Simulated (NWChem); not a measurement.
System: AlHOCl2; SMILES [OH][Al]([Cl])[Cl]

Output (shortened):

```
             Northwest Computational Chemistry Package (NWChem) 7.3.0
             --------------------------------------------------------

                             Geometry "geometry" -> ""
                             -------------------------

 Output coordinates in angstroms (scale by  1.889725989 to convert to a.u.)

  No.       Tag          Charge          X              Y              Z
 ---- ---------------- ---------- -------------- -------------- --------------
    1 Al                  13.0000     0.05712000    -0.00000100     0.41244100
    2 Cl                  17.0000    -1.82173100     0.00000000    -0.52964900
    3 Cl                  17.0000     1.80880700     0.00000000    -0.73205300
    4 O                    8.0000     0.22862900     0.00000000     2.10748500
    5 H                    1.0000    -0.53271300     0.00000000     2.70912300

 Effective nuclear repulsion energy (a.u.)     241.5912755086

                              NWChem Property Module
                              ----------------------

                                 NWChem DFT Module
                                 -----------------

 Summary of "ao basis" -> "ao basis" (spherical)
 ------------------------------------------------------------------------------
       Tag                 Description            Shells   Functions and Types
 ---------------- ------------------------------  ------  ---------------------
 Al                        def2-svpd                10       24   5s3p2d
 Cl                        def2-svpd                11       27   5s4p2d
 O                         def2-svpd                 9       23   4s3p2d
 H                         def2-svpd                 4        8   2s2p

            General Information
            -------------------
          SCF calculation type: DFT
          Wavefunction type:  closed shell.
          No. of atoms     :     5
          No. of electrons :    56
           Alpha electrons :    28
            Beta electrons :    28
          Charge           :     0
          Spin multiplicity:     1
          Use of symmetry is: off; symmetry adaption is: off
          Maximum number of iterations: 150
          AO basis - number of functions:   109
                     number of shells:    45
          Convergence on energy requested:  1.00D-06
          Convergence on density requested:  1.00D-05
          Convergence on gradient requested:  5.00D-04

              XC Information
              --------------
                         B3LYP Method XC Potential
                     Hartree-Fock (Exact) Exchange  0.200
                        Slater Exchange Functional  0.800 local
                    Becke 1988 Exchange Functional  0.720 non-local
              Lee-Yang-Parr Correlation Functional  0.810
                  VWN I RPA Correlation Functional  0.190 local

             Grid Information
             ----------------
          Grid used for XC integration:  medium
          Radial quadrature: Mura-Knowles
          Angular quadrature: Lebedev.
          Tag              B.-S. Rad. Rad. Pts. Rad. Cut. Ang. Pts.
          ---              ---------- --------- --------- ---------
          Al                  1.25       88          11.0       590
          Cl                  1.00       88          13.0       590
          O                   0.60       49          12.0       434
          H                   0.35       45          13.0       434
          Grid pruning is: on
          Number of quadrature shells:   358
          Spatial weights used:  Erf1

      Superposition of Atomic Density Guess
      -------------------------------------

 Sum of atomic energies:       -1235.64441369

      Non-variational initial energy
      ------------------------------

 Total energy =   -1236.347354
 1-e energy   =   -2190.566234
 2-e energy   =     712.627604
 HOMO         =      -0.455991
 LUMO         =      -0.044998

   convergence    iter        energy       DeltaE   RMS-Dens  Diis-err
 ---------------- ----- ----------------- --------- --------- ---------
 d= 0,ls=0.0,diis     1  -1238.4178270772 -1.48D+03  2.20D-02  7.86D-01
 d= 0,ls=0.0,diis     2  -1238.3094401547  1.08D-01  1.18D-02  1.85D+00
 d= 0,ls=0.0,diis     3  -1238.4968936707 -1.87D-01  2.09D-03  5.74D-02
 d= 0,ls=0.0,diis     4  -1238.5011869491 -4.29D-03  9.57D-04  1.08D-02
 d= 0,ls=0.0,diis     5  -1238.5027637988 -1.58D-03  1.17D-04  1.17D-04
  Resetting Diis
 d= 0,ls=0.0,diis     6  -1238.5027782887 -1.45D-05  1.63D-05  2.56D-06
 d= 0,ls=0.0,diis     7  -1238.5027785750 -2.86D-07  9.66D-06  2.49D-07

         Total DFT energy =    -1238.502778574966
      One electron energy =    -2193.120972129346
           Coulomb energy =      797.255246742078
    Exchange-Corr. energy =      -84.228328696269
 Nuclear repulsion energy =      241.591275508571

 Numeric. integr. density =       55.999996441629

                       DFT Final Molecular Orbital Analysis
                       ------------------------------------

 Vector   26  Occ=2.000000D+00  E=-3.484812D-01
              MO Center= -9.4D-01, -3.4D-07,  5.6D-01, r^2= 3.6D+00
   Bfn.  Coefficient  Atom+Function         Bfn.  Coefficient  Atom+Function
  ----- ------------  ---------------      ----- ------------  ---------------
    37      0.463302  2 Cl py                84     -0.401132  4 O  py
    34      0.363835  2 Cl py                87     -0.279728  4 O  py
    31      0.209834  2 Cl py                90     -0.081894  4 O  py
    40      0.073783  2 Cl py                16     -0.054607  1 Al d -1
    15     -0.033191  1 Al d -2

 Vector   27  Occ=2.000000D+00  E=-3.455124D-01
              MO Center=  1.1D+00, -6.3D-08, -3.2D-01, r^2= 3.4D+00
   Bfn.  Coefficient  Atom+Function         Bfn.  Coefficient  Atom+Function
  ----- ------------  ---------------      ----- ------------  ---------------
    64      0.528120  3 Cl py                61      0.414723  3 Cl py
    58      0.239184  3 Cl py                84     -0.220286  4 O  py
    37     -0.210605  2 Cl py                34     -0.165054  2 Cl py
    87     -0.153088  4 O  py                31     -0.095145  2 Cl py
    67      0.087403  3 Cl py                15      0.045114  1 Al d -2

 Vector   28  Occ=2.000000D+00  E=-3.354849D-01
              MO Center=  1.2D-01, -4.1D-08, -4.5D-01, r^2= 4.6D+00
   Bfn.  Coefficient  Atom+Function         Bfn.  Coefficient  Atom+Function
  ----- ------------  ---------------      ----- ------------  ---------------
    38      0.359851  2 Cl pz                65     -0.337294  3 Cl pz
    63     -0.284289  3 Cl px                35      0.280130  2 Cl pz
    62     -0.263221  3 Cl pz                60     -0.227267  3 Cl px
    36     -0.209674  2 Cl px                33     -0.168374  2 Cl px
    32      0.161051  2 Cl pz                59     -0.151437  3 Cl pz

 Vector   29  Occ=0.000000D+00  E=-6.210512D-02
              MO Center= -8.2D-02, -9.1D-06,  4.9D-01, r^2= 6.7D+00
   Bfn.  Coefficient  Atom+Function         Bfn.  Coefficient  Atom+Function
  ----- ------------  ---------------      ----- ------------  ---------------
     4      1.052189  1 Al s                  5      0.997723  1 Al s
    56     -0.483970  3 Cl s                  3      0.437718  1 Al s
    82     -0.432231  4 O  s                 29     -0.353108  2 Cl s
     2      0.242489  1 Al s                 66      0.228520  3 Cl px
    39     -0.219854  2 Cl px                36     -0.209442  2 Cl px

 Vector   30  Occ=0.000000D+00  E=-3.113272D-02
              MO Center=  1.2D-02,  7.2D-06,  2.4D-01, r^2= 3.8D+00
   Bfn.  Coefficient  Atom+Function         Bfn.  Coefficient  Atom+Function
  ----- ------------  ---------------      ----- ------------  ---------------
    13      0.725554  1 Al py                10      0.394488  1 Al py
    37     -0.244148  2 Cl py                64     -0.234953  3 Cl py
     7     -0.198275  1 Al py                84     -0.194251  4 O  py
    87     -0.163655  4 O  py                34     -0.148526  2 Cl py
    61     -0.145393  3 Cl py                47      0.087434  2 Cl d -2

 Vector   31  Occ=0.000000D+00  E= 1.078884D-02
              MO Center= -6.9D-01, -7.0D-07,  2.1D+00, r^2= 7.0D+00
   Bfn.  Coefficient  Atom+Function         Bfn.  Coefficient  Atom+Function
  ----- ------------  ---------------      ----- ------------  ---------------
     5      1.604510  1 Al s                 56     -1.033743  3 Cl s
    29     -0.584309  2 Cl s                 82     -0.585410  4 O  s
    91      0.515479  4 O  pz                89     -0.411068  4 O  px
    14      0.402659  1 Al pz                12      0.370000  1 Al px
    22      0.366621  1 Al d  0               4      0.347394  1 Al s

     Multipole analysis of the density
     ---------------------------------

     L   x y z        total         alpha         beta         nuclear
     -   - - -        -----         -----         ----         -------
     0   0 0 0     -0.000000    -28.000000    -28.000000     56.000000

     1   1 0 0     -0.461260     -1.949497     -1.949497      3.437735
     1   0 1 0     -0.000002      0.000011      0.000011     -0.000025
     1   0 0 1      0.468300     -3.055676     -3.055676      6.579652

[...]

 DFT Linear Response polarizability / au
 Frequency  =       0.0773000 / au
 Wavelength =     589.4353558 / nm
              X              Y              Z
 -----------------------------------------------
 X      66.2198467     -0.0000038     -0.5614058
 Y      -0.0000038     46.3340390     -0.0000044
 Z      -0.5613865     -0.0000044     57.3949752
 -----------------------------------------------
 Eigenvalues =      66.2554179     46.3340390     57.3594040
 Isotropic   =      56.6496203
 Anisotropic =      17.2852405
 -----------------------------------------------

 Magnetic Dipole Response Matrix (nonzero elements):

 Exiting AOResponse driver routine
```

Level: B3LYP/def2-SVPD. Coordinates come from a PBE-D3(BJ)/def2-SVP optimisation. B3LYP is NWChem's, with the RPA form of VWN correlation.

### Question
Which NWChem input produces such a log?

### Answer
This is not unique; one that fits is the input that was run:
```
start job
memory heap 200 mb stack 900 mb global 1100 mb
geometry units angstroms noautosym nocenter noautoz
  Al     0.057120    -0.000001     0.412441
  Cl    -1.821731     0.000000    -0.529649
  Cl     1.808807     0.000000    -0.732053
  O      0.228629     0.000000     2.107485
  H     -0.532713     0.000000     2.709123
end
basis spherical
  * library def2-svpd
end
dft
  xc b3lyp
  iterations 150
end
property
  response 1 0.0773
end
task dft property
```
